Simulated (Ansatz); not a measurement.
Program: Ansatz. Geometries: PBE0-D4/def2-TZVP. ΔE: electronic, gas phase. CCSD(T)/CBS is the MP2 limit (def2-TZVPP, def2-QZVPP) plus CCSD(T) − MP2 in def2-TZVPP, frozen cores. Functionals use def2-TZVPP. For Ge outer-core shells are correlated without core-valence functions, which leaves a few kJ/mol of doubt a bond. Scalar relativity is left out up to krypton. One conformer a species, not always the lowest.

Consider the isomerisation: `O=C[NH][GeH3]` → `[NH2][GeH2][CH]=O`.

| level | ΔE (kcal/mol) | difference from CCSD(T)/CBS |
| --- | --- | --- |
| PBE0-D4 | 21.4 | 2.5 |
| B2PLYP | 20.3 | 1.4 |
| PBE | 20.6 | 1.7 |
| r2SCAN | 22.0 | 3.1 |
| PBE0 | 21.2 | 2.3 |
| HF/def2-TZVPP | 21.4 | 2.5 |
| HF/def2-QZVPP | 21.5 | 2.6 |
| SCS-MP2/def2-QZVPP | 19.3 | 0.4 |
| HF/CBS(def2) | 21.5 | 2.6 |
| MP2/CBS(def2) | 20.0 | 1.1 |
| CCSD(T)/CBS | 18.9 | 0 |

Largest T1 diagnostic among the species: 0.015.

In def2-TZVPP, CCSD(T) changes the Hartree–Fock value by −2.2 kcal/mol (the triples alone add +0.2 kcal/mol) and MP2 by −1.2 kcal/mol.
